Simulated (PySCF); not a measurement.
**Cu: ionisation energy**

Cu [Ar] 3d10 4s1 (2S) → Cu⁺ [Ar] 3d10 (1S), as a difference of total energies. Computed with PySCF 2.14 in dyall-av2z, with no relativity, point nucleus. Correlated levels: valence: [Ar] frozen; virtual orbitals above 40 to 60 times the deepest correlated orbital energy dropped. The calculations carry no spin-orbit coupling.

```csv
method,ionisation energy (eV)
UHF,6.428
LDA,8.406
PBE,8.165
HSE06,7.839
wB97X-V,7.493
B97-3,7.597
TPSSh,7.799
MP2 (valence),7.366
SCS-MP2 (valence),7.222
```

Question: Estimate what r2SCAN gives.

Answer: 8.030 eV, closest to PBE among the rows shown.

Question: Estimate what PBE0 gives.

Answer: 7.766 eV, closest to TPSSh among the rows shown.

These non-relativistic numbers lack the scalar-relativistic shift.

Errors of the correlated levels include the incompleteness of this basis and the frozen core.

For comparison: 7.726 eV (measured; NIST Atomic Spectra Database, ionization energies).
